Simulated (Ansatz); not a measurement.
Input file for Ansatz (a quantum-chemistry and plane-wave program): R-B3LYP/def2-TZVPP on C3H10Si (SMILES CC[SiH2]C), a point of a torsion scan.

Ansatz 0.2 input:
```yaml
crystal:
  periodic: [false, false, false]
  atoms:
    - {symbol: C, position_ang: [1.93276890, 0.28877372, -0.79275667]}
    - {symbol: C, position_ang: [0.92399496, 0.43816434, 0.34208999]}
    - {symbol: Si, position_ang: [-0.61266744, -0.68321482, 0.14421019]}
    - {symbol: C, position_ang: [-0.73711120, -1.85714809, 1.63158443]}
    - {symbol: H, position_ang: [2.79173146, 0.94069673, -0.63824811]}
    - {symbol: H, position_ang: [1.47728130, 0.54746305, -1.74604003]}
    - {symbol: H, position_ang: [2.29199284, -0.73593985, -0.85685834]}
    - {symbol: H, position_ang: [1.42760880, 0.22056935, 1.28617108]}
    - {symbol: H, position_ang: [0.61471865, 1.48322959, 0.39558313]}
    - {symbol: H, position_ang: [-1.82675231, 0.14142384, 0.06001171]}
    - {symbol: H, position_ang: [-0.49854841, -1.47482178, -1.08849486]}
    - {symbol: H, position_ang: [0.14475208, -2.48612581, 1.71823338]}
    - {symbol: H, position_ang: [-1.59874082, -2.51118993, 1.54049697]}
    - {symbol: H, position_ang: [-0.84051845, -1.30711278, 2.56295147]}
basis:
  gaussian:
    orbitals: def2-TZVPP
hamiltonian:
  xc: {name: B3LYP}
scf: {lower_state_search: off}
```

Task: What total energy does the run end on?

Result: -409.9279 hartree.
